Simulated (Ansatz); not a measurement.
C3H7AlO, SMILES `C[C]1(C)[O][AlH]1`, relaxed with RKS PBE-D4/def2-SVP in Ansatz 0.2.0 from a rough embedded geometry. The force threshold is 0.03 eV/Å; the program also tests the step.

The species carries charge 0 and has multiplicity 1.

Start:

```xyz
12

C    -0.200    1.107    0.961
C     0.126    0.157   -0.156
C    -0.954   -0.837   -0.443
O     0.561    0.745   -1.371
Al    1.943   -0.246   -0.650
H    -0.172    0.576    1.941
H    -1.117    1.626    0.800
H     0.664    1.870    1.019
H    -1.066   -1.591    0.444
H    -0.735   -1.480   -1.341
H    -1.936   -0.353   -0.593
H     2.886   -1.573   -0.612
```

Task: By how much does the energy fall, and how many steps does the optimiser take? (Estimate.)

Result: Computed: 91.99 kJ/mol, in 9 steps.

Task: Which bonds change most? (Estimate.)

Result: The calculation gave: O4–Al5 from 1.848 to 1.753 Å; C2–O4 from 1.418 to 1.485 Å; C3–H9 from 1.170 to 1.109 Å; C1–H7 from 1.066 to 1.116 Å.

Task: Give the relaxed structure. (Estimate.)

Result: The calculation gave: 
```xyz
12

C    -0.142    1.059    0.970
C     0.124   -0.014   -0.068
C    -1.092   -0.871   -0.364
O     0.735    0.540   -1.304
Al    1.922   -0.536   -0.593
H    -0.468    0.613    1.932
H    -0.955    1.734    0.612
H     0.748    1.689    1.166
H    -1.449   -1.388    0.549
H    -0.891   -1.636   -1.139
H    -1.922   -0.227   -0.739
H     3.390   -0.962   -1.021
```
